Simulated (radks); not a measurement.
The numbers below are computed, except where a source is named.
O V, configuration [He] 2s1.75 3s0.25 (fractional occupations, a model configuration). Level of theory: scalar-relativistic Kohn-Sham, LDA (Slater exchange, Perdew-Wang correlation), spin-polarised, spherical densities, point nucleus; open shells are filled with parallel spins first (a radial shooting solver on a logarithmic mesh with Libxc functionals).

Unscreened Slater integrals over Kohn-Sham orbitals (eV). They are taken over the spin-up orbitals. Empty in this configuration: 2p.

\begin{tabular}{lr}
integral & value \\ \hline
F0(3s,3s) & 10.415 \\
F0(3s,2s) & 13.371 \\
G0(3s,2s) & 1.0844 \\
F0(3s,1s) & 15.466 \\
G0(3s,1s) & 0.69404 \\
F0(3s,2p) & 13.571 \\
G1(3s,2p) & 1.3804 \\
F0(2s,2s) & 26.553 \\
F0(2s,1s) & 37.219 \\
G0(2s,1s) & 3.3350 \\
F0(2s,2p) & 27.698 \\
G1(2s,2p) & 16.449 \\
F0(1s,1s) & 128.42 \\
F0(1s,2p) & 40.373 \\
G1(1s,2p) & 6.0479 \\
F0(2p,2p) & 29.428 \\
F2(2p,2p) & 13.955 \\
\end{tabular}
